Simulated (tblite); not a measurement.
Q: Write Cartesian coordinates for `[C-]#[N+]c1cc([SiH3])c2c(c1)C=C2` as optimised with GFN2-xTB.

A: 
```
atom  x, y, z in Å
C1    -3.8502   -2.0681   -0.3796
N2    -2.8707   -1.4461   -0.2443
C3    -1.7418   -0.7069   -0.0788
C4    -0.5262   -1.2370   -0.4407
C5     0.7002   -0.5224   -0.2941
Si6    2.3492   -1.2802   -0.8107
C7     0.5411    0.7198    0.2303
C8    -0.7190    1.2758    0.6078
C9    -1.8812    0.6091    0.4746
C10    0.0073    2.5254    1.0312
C11    1.1913    2.0003    0.6740
H12   -0.4997   -2.2369   -0.8504
H13    2.3873   -2.6670   -0.3432
H14    3.4240   -0.4980   -0.2007
H15    2.4480   -1.2386   -2.2718
H16   -2.8576    0.9807    0.7447
H17   -0.3193    3.4570    1.4505
H18    2.2086    2.3394    0.6896
```

Any rigid rotation of these coordinates is as good. Atoms count from 1 in this order. Si6 (SiH3 silicon) is tetrahedral (angles from 108.3° to 110.8°). The C–N distances run from 1.168 Å (C1≡N2, drawn triple) to 1.360 Å (N2–C3, drawn single), a spread of 0.192 Å. The 6-membered ring C3–C4–C5–C7–C8–C9 has internal angles of 113.4° to 124.2° (sum 720°, against 720° for a flat polygon); it is planar, 0.00 Å rms from its mean plane, widest ring torsion 0°. The 9 C–C bonds span 1.344 Å (C10=C11, drawn double) to 1.506 Å (C8–C10, drawn single), a spread of 0.162 Å.

Bonds between heavy atoms (Å): C1≡N2 1.168, N2–C3 1.360, C3–C4 1.375, C4–C5 1.427, C5–Si6 1.887, C5–C7 1.358, C7–C8 1.428, C8–C9 1.346, C8–C10 1.506, C10=C11 1.344, C3–C9 1.434, C7–C11 1.503.

The geometry is computed with GFN2-xTB (gas phase).

Its GFN2-xTB frequencies are all real (lowest 33 cm⁻¹).

Time: 0.36 s of wall time. Hardware: one thread of an Arm Neoverse V2, no GPU, on a shared host. This is the geometry optimisation.
